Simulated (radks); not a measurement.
The numbers below are computed, except where a source is named.
Effect of the nuclear size on the tantalum ion Ta3+, [Xe] 4f14 5d2. Code: a radial shooting solver on a logarithmic mesh with Libxc functionals. Model: Dirac Kohn-Sham, BLYP, spin-unpolarised, spherical densities, finite nucleus; open shells fill j = l - 1/2 first; Fermi nuclear charge, rms radius 5.3507 fm. The rms radius is varied about that value; shifts are against it.

rms radius (fm)	total energy shift (eV)	density at nucleus (e/bohr^3)	1s1/2 shift (meV)	2s1/2 shift (meV)	5s1/2 shift (meV)	5p1/2 shift (meV)	5d3/2 shift (meV)	6s1/2 (empty) shift (meV)
4.8049	-10.3	1.362e+06	-4200	-587	-5.41	0.062	0.117	-0.860
4.8584	-9.36	1.356e+06	-3800	-531	-4.89	0.056	0.105	-0.779
5.3507	0	1.313e+06	0.000	0.000	0.000	0.000	0.000	0.000
5.5273	3.50	1.299e+06	1420	199	1.83	-0.021	-0.039	0.291
5.9553	12.3	1.266e+06	5000	698	6.43	-0.073	-0.139	1.02

Slopes of the eigenvalues against <r^2> in GHz/fm^2, as finite differences over the two radii next to the reference (eigenvalue slopes, not the field-shift constants of lines): 1s1/2 182000, 2s1/2 25400, 5s1/2 234, 5p1/2 -2.67, 5d3/2 -5.04, 6s1/2 (empty) 37.2.
